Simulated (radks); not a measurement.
Question: Coherent X-ray form factor from a spherical all-electron density. Method: scalar-relativistic Kohn-Sham, LDA (Slater exchange, Perdew-Wang correlation), spin-polarised, spherical densities, point nucleus; computed with a radial shooting solver on a logarithmic mesh with Libxc functionals.

sin(theta)/lambda (1/angstrom)  f0 (electrons)
0.05                                    59.353
0.1                                     57.527
0.15                                    54.820
0.2                                     51.613
0.25                                    48.257
0.3                                     45.008
0.4                                     39.291
0.5                                     34.663
0.6                                     30.839
0.8                                     24.823
1                                       20.598
1.25                                    17.231
1.5                                     14.977
2                                       11.307

The species is in the configuration that NIST lists as its ground one. Which atom or ion scatters so?

Answer: The europium ion Eu3+, [Xe] 4f6. Extrapolating in s^2 from the first two rows gives f0(0) = 60.0, near the electron count 60; among species with that count, the fall with angle is slower the higher Z, and the table is that of Z = 63; from so few rows the species is fixed only to a neighbour or two.
